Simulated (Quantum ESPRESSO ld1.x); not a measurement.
Question: I XLIX, configuration [He] 2s2 2p0.75 3p0.25 (fractional occupations, a model configuration). Calculated with ld1.x of Quantum ESPRESSO 7.5: Dirac Kohn-Sham, revPBE, spin-unpolarised, spherical densities, point nucleus; open shells are shared between the two j in proportion to 2j + 1. Some entries of the table are withheld. Estimate them.

| orbital | occ. | eigenvalue (eV) | <r^2> (bohr^2) | <1/r> (bohr^-1) |
|---|---|---|---|---|
| 1s1/2 | 2 | -37558.2 | 0.0009950 | 57.01 |
| 2s1/2 | 2 | -8933.75 | 0.01443 | 14.07 |
| 2p1/2 | 0.25 | -8779.48 | 0.01039 | (1) |
| 2p3/2 | 0.5 | -8435.02 | 0.01144 | (2) |
| 3p1/2 | 0.0833333 | -3772.12 | (3) | 5.963 |
| 3p3/2 | 0.166667 | -3673.74 | (4) | 5.655 |

Answer: 
(1) 2p1/2 <1/r> (bohr^-1): 13.99
(2) 2p3/2 <1/r> (bohr^-1): 12.92
(3) 3p1/2 <r^2> (bohr^2): 0.06687
(4) 3p3/2 <r^2> (bohr^2): 0.07078
